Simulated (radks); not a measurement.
Ionisation of the bismuth ion Bi79+, [He] 2s2, to [He] 2s1 as the strength of local exchange is varied. Method: Dirac Kohn-Sham, Slater X-alpha exchange (alpha = 2/3 is LDA exchange), no correlation, spin-unpolarised, spherical densities, point nucleus; computed with a radial shooting solver on a logarithmic mesh with Libxc functionals.

| alpha | E(Bi79+) (hartree) | exchange (hartree) | IE (eV) | -e of the level emptied (eV) | <r> of it (bohr) |
|---|---|---|---|---|---|
| 0.588 | -9470.5187 | -62.8218 | 25313 | 25135 (2s1/2) | 0.06324 |
| 0.667 | -9478.9616 | -71.3052 | 25347 | 25170 (2s1/2) | 0.06319 |
| 0.784 | -9491.4751 | -83.8881 | 25396 | 25222 (2s1/2) | 0.06312 |
| 0.963 | -9510.6412 | -103.1823 | 25471 | 25302 (2s1/2) | 0.06302 |
| 1.024 | -9517.1787 | -109.7694 | 25497 | 25329 (2s1/2) | 0.06298 |

NIST Atomic Spectra Database: 25260 +/- 140 eV (theoretical). The central value is not met in this range of alpha. Spin polarisation and multiplet splitting are left out, so open shells lie too high by an amount that depends on their filling. Nuclear size, the Breit interaction and QED, all absent here, shift the 1s and 2s values of heavy ions.

Beside tabulated values, note that spin-unpolarised runs miss the spin-polarisation part of the exchange energy of open shells.
